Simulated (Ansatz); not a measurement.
Cost and result for the atomization energy of `F[C@H]1[SiH2][C@@H]1F` (9 atoms, 9 bonds).

Z-matrix (Å, degrees):
```
C
Si 1 1.877
C 1 1.494 2 66.6
F 1 1.367 2 130.3 3 109.4
H 1 1.092 2 109.9 3 -106.4
H 2 1.477 1 115.2 3 112.7
H 2 1.477 1 123.1 3 -94.9
F 3 1.367 1 119.3 2 -124.4
H 3 1.092 1 112.3 2 102.9
```

Charge 0, multiplicity 1. The geometry is a stationary point of PBE0-D4/def2-TZVP. Program: Ansatz. All runs use 2 threads of an Arm Neoverse V1 on a shared host. Times are those of one run each, without the atoms' runs, and a repeat can differ threefold. Electronic energies, without spin–orbit coupling; frozen cores. CCSD(T)/CBS adds CCSD(T) − MP2 in def2-TZVPP to the MP2 limit, and its time is that of the two runs behind it. T1 = 0.013. B3LYP takes the VWN-RPA correlation (the form of Gaussian; ORCA's B3LYP/G). HSE06 is the plane-wave form, built on full-range PBE exchange.

CCSD(T)/CBS is a level of theory with its own doubt, some kJ/mol a heavy atom from the limit and from the frozen cores, so smaller differences don't rank the functionals.

| level | functions | wall time | atomization (kJ/mol) | difference from CCSD(T)/CBS | per bond |
| --- | --- | --- | --- | --- | --- |
| LDA (SPW92)/def2-TZVPP | 222 | 1.8 s | 3796.2 | 580.9 | 64.5 |
| PBE-D4/def2-TZVPP (with forces) | 222 | 3.7 s | 3326.2 | 110.9 | 12.3 |
| PBE0-D4/def2-TZVPP | 222 | 4.3 s | 3237.9 | 22.6 | 2.5 |
| HSE06-D4/def2-TZVPP | 222 | 4.5 s | 3241.0 | 25.7 | 2.9 |
| CAM-B3LYP-D4/def2-TZVPP | 222 | 4.6 s | 3237.2 | 21.9 | 2.4 |
| B3LYP-D4/def2-TZVPP (with forces) | 222 | 6.5 s | 3211.7 | -3.6 | -0.4 |
| CCSD(T)/def2-SVP | 94 | 6.5 s | 3025.9 | -189.4 | -21.0 |
| B2PLYP/def2-TZVPP | 222 | 8 s | 3178.7 | -36.6 | -4.1 |
| ωB97X-V/def2-TZVPP | 222 | 12 s | 3241.0 | 25.7 | 2.9 |
| B97M-V/def2-TZVPP | 222 | 14 s | 3233.4 | 18.1 | 2.0 |
| MP2/def2-QZVPP | 418 | 40 s | 3256.9 | 41.6 | 4.6 |
| CCSD(T)/def2-TZVPP | 222 | 3.4 min | 3122.4 | -92.9 | -10.3 |
| CCSD(T)/CBS(def2) | – | 4 min | 3215.3 | 0.0 | 0.0 |

In def2-TZVPP, CCSD(T) changes the Hartree–Fock value by +866.8 kJ/mol (the triples alone add +58.5 kJ/mol) and MP2 by +945.9 kJ/mol; breaking electron pairs costs correlation energy, which Hartree–Fock lacks. The D4 term adds +25.6 kJ/mol with B3LYP and +13.2 kJ/mol with PBE0; it sums over pairs of atoms, weighted by their polarisabilities, and B3LYP, whose exchange is more repulsive, gets the larger term. At CCSD(T), def2-SVP lies −189.4 kJ/mol from the extrapolated value and def2-TZVPP −92.9 kJ/mol: correlation converges slowly with the basis, and small sets miss more of it in the bonded molecule than in its fragments.
